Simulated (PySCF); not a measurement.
Input for PySCF: R-MP2/6-31G* on FHO2S (a complex), monomers drawn apart or pushed together.

```python
from pyscf import gto, scf, dft, mp
from pyscf.data.elements import chemcore

mol = gto.M(
    atom='''
    F     0.35084368    0.50696988   -0.65679428
    H     0.08404084    0.72411377    0.21057448
    O    -0.38521527    0.60394965    2.27566443
    S    -0.24356252   -0.62914656    3.01800441
    O    -0.58431312   -0.61368658    4.41074510
    ''',
    basis='6-31g*',
    cart=True,
    charge=0, spin=0, verbose=3, max_memory=1800)
mf = scf.RHF(mol)
mf.conv_tol = 1e-8
mf.max_cycle = 100
mf.kernel()
if not mf.converged:
    mf = mf.newton().run(mf.mo_coeff, mf.mo_occ)
pt = mp.MP2(mf, frozen=chemcore(mol)).run()
```

The log:

```
converged SCF energy = -647.176568139102
E(RMP2) = -647.868757612987  E_corr = -0.692189473885365
E(SCS-RMP2) = -647.839505502393  E_corr = -0.662937363290568
```

The calculation finished and met its thresholds.

Cost: roughly 0.9 core-seconds.
